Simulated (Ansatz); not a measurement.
A made-up structure of BH$_{2}$Se, doublet:

```csv
atom,x (Å),y (Å),z (Å)
B1,-0.1707,-0.6118,0.1510
Se2,0.4498,0.8255,-0.0566
H3,0.4155,-1.0084,0.7159
H4,-0.6946,0.7947,-0.8104
```

It is relaxed with PBE-D4/def2-SVP and then PBE0-D4/def2-TZVP (Ansatz 0.2.0). Atoms count as bonded within 1.22 times the sum of their covalent radii (H–H: 0.88 Å). The end point is not checked to be a true minimum.

Does its bonding change? (A judgement: the text doesn't fix the answer.)

By the calculation: No: no bond forms or breaks.

Where it ends: The first stage lowers the energy by 4.91 eV in 6 steps. It ends as BH₂Se ([BH][SeH]):
```xyz
4
angstrom
B -0.0866 -0.7750 0.2781
Se 0.3393 0.9901 -0.2021
H 0.5628 -1.4544 1.0082
H -0.8155 1.2394 -1.0843
```

Labels in which every atom is bracketed show which atoms are joined, not bond orders.

For scale, one of the runs: PBE0-D4/def2-TZVP relaxation, 91 basis functions, launched by `ansatz run in.yaml --threads 2 --pin off --events-out ev --progress --plain --max-ram 4352MiB`. The run took about 12 s on 2 CPU threads of an Arm Neoverse V2 (shared host).
